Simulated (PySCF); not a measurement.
PySCF input file for CH7FOSi2, SMILES C[SiH2]O[SiH2]F, HF/pcSseg-1. Geometry: ωB97X-D3(BJ)/def2-SVP. This is a generated structure with no PubChem entry under its InChIKey; it may be hypothetical. The values are those of a single conformer.

```python
import numpy as np
from pyscf import gto, scf, dft
from pyscf.prop.nmr import rhf as nmr

mol = gto.M(
    atom='''
    Si    1.37881986   -0.84217985   -0.20392048
    F     1.05130336   -0.17123742   -1.65390443
    O     0.36420059   -0.18008406    0.89909376
    Si   -0.97068764    0.83389805    0.91691094
    C    -2.13134806    0.36609126   -0.47022685
    H     1.13950210   -2.30010619   -0.32593975
    H     2.78616803   -0.52582084    0.13303902
    H    -1.61553669    0.67979918    2.24945796
    H    -0.50555418    2.24219330    0.75879043
    H    -1.60143480    0.42183286   -1.43440497
    H    -2.99834752    1.04522491   -0.50900542
    H    -2.50589477   -0.66191639   -0.34005273
    ''',
    basis='pcSseg-1',
    charge=0,
    spin=0,
    max_memory=1600,
    verbose=3,
)
mf = scf.RHF(mol)
mf.conv_tol = 1e-10
mf.max_cycle = 100
mf.kernel()
n = nmr.NMR(mf)
n.verbose = 2
n.max_cycle_cphf = 60
sigma = n.kernel()
print('atom   isotropic/ppm   span/ppm')
for i, s in enumerate(sigma):
    w = np.linalg.eigvalsh((s + s.T) / 2)
    print(f'{mol.atom_symbol(i):2s}{i + 1:3d} {w.mean():14.3f} {w[2] - w[0]:11.3f}')
```

Log of the run:

```
converged SCF energy = -794.215088770422
atom   isotropic/ppm   span/ppm
Si  1        429.365      41.426
F   2        373.837     115.447
O   3        298.214      82.039
Si  4        410.798      80.582
C   5        191.174      20.349
H   6         27.358       8.625
H   7         27.309       9.288
H   8         27.206       8.780
H   9         27.146       8.438
H  10         30.759      11.379
H  11         31.625      12.249
H  12         31.130      10.577
```

Self-consistency was reached.

Cost: around 22 core-seconds (rough).
